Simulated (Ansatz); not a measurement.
A trace of molecular dynamics of CH$_{7}$BO$_{3}$ (12 atoms, charge 0, multiplicity 1).

Level of theory: Ansatz 0.2.0, RKS PBE-D4/STO-3G.

* ensemble: NVE (velocity Verlet)
* starting velocities drawn for: 300 K
* seed: 6457

```csv
time (fs),T (K),potential energy less start (eV),conserved less start (meV/atom)
0.0,300,0.000,0.00
4.0,127,0.225,0.11
8.0,119,0.235,0.11
12.0,269,0.042,0.15
16.0,738,-0.564,0.16
20.0,1631,-1.721,0.01
24.0,2000,-2.197,0.01
28.0,1764,-1.891,0.08
32.0,1689,-1.796,-0.05
36.0,1398,-1.419,0.07
40.0,1395,-1.414,0.13
44.0,1715,-1.828,0.07
48.0,1792,-1.927,0.08
52.0,1921,-2.095,0.03
56.0,1955,-2.139,-0.02
60.0,1605,-1.685,0.09
64.0,1424,-1.451,0.13
68.0,1556,-1.622,0.05
72.0,1664,-1.763,0.00
76.0,1678,-1.780,0.05
80.0,1791,-1.927,0.06
84.0,1782,-1.915,0.11
88.0,1714,-1.827,0.04
92.0,1509,-1.562,0.01
96.0,1337,-1.339,0.05
100.0,1466,-1.506,0.09
```

Problem. Is this trajectory sound?

Solution. The conserved energy stayed within 0.19 meV per atom of its start (net change 0.094 meV per atom), so the integration is sound. The system heated up, since it started high on the potential surface and ran downhill. A run of 0.1 ps of so small a system gives no equilibrium averages. The orbitals stay closed-shell, which can raise the energy where a bond breaks towards radicals; this wasn't checked here. Limits of this set-up: minimal basis. The time step was 0.5 fs.

Time of the run: 9.7 min on 1 thread of Arm Neoverse N1, on a shared host, peak memory 0.096 GiB.
